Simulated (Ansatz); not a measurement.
Relaxation of C2H7NOSi (12 atoms, charge 0, multiplicity 1), to a largest force component of 0.02 eV/Å in at most 40 steps.

Level of theory: Ansatz 0.2.0, RKS PBE/6-31G.

```xyz
12
Properties=species:S:1:pos:R:3:forces:R:3
C -0.529 0.873 0.403 -1.91 2.83 -0.41
C -0.200 -0.337 1.192 1.09 0.89 2.38
O 0.910 -0.937 0.541 2.01 -1.54 2.40
Si 1.040 -0.569 -1.085 -1.31 -0.60 -1.49
N -0.321 0.563 -1.036 0.19 1.26 0.40
H -1.617 1.233 0.562 1.27 -0.50 -0.17
H 0.094 1.762 0.679 -0.03 -0.50 -0.06
H -0.977 -1.047 1.203 -1.68 -1.18 0.17
H 0.071 -0.063 2.267 -0.17 -0.44 -0.97
H 2.221 0.097 -1.449 2.07 0.56 -0.57
H 0.502 -1.721 -1.878 0.43 -0.24 -0.56
H -1.119 0.090 -1.364 -1.96 -0.52 -1.12
```

Task: Where does it end, and by what steps?

Result: It converged. The force dipped under the threshold on the way, but the program's further checks kept it going. Limits of this set-up: no polarisation functions. After 14 steps the energy has fallen by 0.927 eV; H12 moved furthest, 0.75 Å.

```csv
step,energy less start (eV),largest force component (eV/Å),accepted
0,0.0000,2.828,yes
1,-0.7026,1.376,yes
2,-0.8556,0.572,yes
3,-0.8493,0.713,no
4,-0.8879,0.223,yes
5,-0.9002,0.181,yes
6,-0.9124,0.301,yes
7,-0.9023,1.028,no
8,-0.9199,0.124,yes
9,-0.9234,0.326,yes
10,-0.9218,0.273,no
11,-0.9263,0.043,yes
12,-0.9272,0.017,yes
13,-0.9272,0.057,yes
14,-0.9274,0.019,yes
```

```xyz
12
Properties=species:S:1:pos:R:3
C -0.651 0.860 0.425
C -0.141 -0.317 1.286
O 1.092 -0.845 0.659
Si 0.956 -0.654 -1.104
N -0.448 0.429 -0.972
H -1.721 1.051 0.623
H -0.086 1.785 0.670
H -0.906 -1.116 1.327
H 0.129 -0.009 2.307
H 2.301 -0.114 -1.556
H 0.625 -1.886 -1.934
H -1.073 0.761 -1.697
```

Whether the end is a true minimum wasn't checked by a vibrational analysis.

Time of the run: 2.5 min on 1 CPU thread of a shared host.
